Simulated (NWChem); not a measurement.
Species: C$_{2}$H$_{8}$Si$_{2}$; SMILES [SiH3]C(=C)[SiH3]

Program: NWChem. Medium grid unless said otherwise, to which SCAN and Minnesota functionals are sensitive. The geometry was optimised at B3LYP/6-31G* (spherical d).

Estimate the computed values for r2SCAN/def2-TZVP. Quantities: highest occupied level (eV); orbital gap (eV); dipole (D).


| Item | Value |
|---|---|
| highest occupied level (eV) | -7.24 |
| orbital gap (eV) | 5.46 |
| dipole (D) | 0.85 |
